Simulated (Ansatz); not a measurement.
`COBF` + NH₃ → `NBF` + CH₃OH at 500 K and 1 bar (ligand exchange at a B–O bond).

Program: Ansatz. Geometries: PBE0-D4/def2-TZVP. ΔE: electronic, gas phase. CCSD(T)/CBS is the MP2 limit (def2-TZVPP, def2-QZVPP) plus CCSD(T) − MP2 in def2-TZVPP, frozen cores. This one scheme is used for every species. One conformer a species, not always the lowest.

| species | CCSD(T)/CBS energy (Eh) | H − E (kJ/mol) | S (J/(mol·K)) |
| --- | --- | --- | --- |
| `COBF` | -240.31409 | 185.8 | 333.5 |
| NH₃ | -56.50880 | 108.2 | 211.8 |
| `NBF` | -181.19761 | 137.2 | 290.8 |
| CH₃OH | -115.61712 | 157.0 | 265.4 |

H − E and S are ideal-gas, rigid-rotor, harmonic terms from PBE0-D4/def2-TZVP, for one conformer and one mirror image of each species. 1 Eh = 2625.50 kJ/mol, R = 8.31446 J/(mol·K).

By hand: ΔE, ΔH, ΔS and ΔG.

ΔE = (-181.19761) + (-115.61712) − (-240.31409) − (-56.50880) = 0.00816 Eh = 21.4 kJ/mol. Δ(H − E) = 137.2 + 157.0 − 185.8 − 108.2 = 0.2, so ΔH = 21.6 kJ/mol. ΔS = 290.8 + 265.4 − 333.5 − 211.8 = 10.9 J/(mol·K). ΔG = 21.6 − 500 × (10.9)/1000 = 16.2 kJ/mol.

By hand: the equilibrium constant, and the temperature at which ΔG would vanish if ΔH and ΔS stayed fixed.

log₁₀ K = −ΔG/(RT ln 10) = -1.7. ΔG = 0 at ΔH/ΔS = 1982 K, though so small a ΔS makes that figure unsure.

The number of gas molecules stays the same, so ΔS is small and ΔH decides. A doubt of 5 kJ/mol in ΔE shifts log₁₀ K by 0.5 here. Other conformers and mirror images would add mixing entropy, several J/(mol·K) or more a flexible species. These are equilibria of isolated gas molecules and say nothing of rates. Largest T1 diagnostic: 0.013 (customary marks: 0.02 for closed shells, 0.045 for open ones).
